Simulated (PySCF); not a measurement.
## Electron correlation in Hg⁺ (mercury, charge +1)

[Xe] 4f14 5d10 6p1, 2P determinant (an excited configuration). All numbers are calculated (PySCF 2.14, scalar relativity by spin-free X2C-1e, in ANO-RCC-VTZP). Frozen: [Kr] 4d10 4f14; 19 electrons correlated.

MP2 pair energies summed by pair of shells (mhartree):

| pair | energy | share (%) |
| --- | --- | --- |
| 5d-5d | -303.02 | 56.2 |
| 5p-5d | -131.55 | 24.4 |
| 5p-5p | -31.08 | 5.8 |
| 5d-6p | -30.82 | 5.7 |
| 5s-5d | -22.48 | 4.2 |
| 5s-5p | -15.19 | 2.8 |
| 5p-6p | -2.34 | 0.4 |
| 5s-5s | -2.32 | 0.4 |
| 5s-6p | -0.15 | 0.0 |

Total MP2 correlation energy: -538.95 mhartree.

Same-spin part -184.18 and opposite-spin part -354.77 mhartree; SCS-MP2 scales them by 1/3 and 6/5 to -487.11 mhartree.

The basis was made for the ground configuration and has no added diffuse functions, which can raise the energy of the promoted electron.
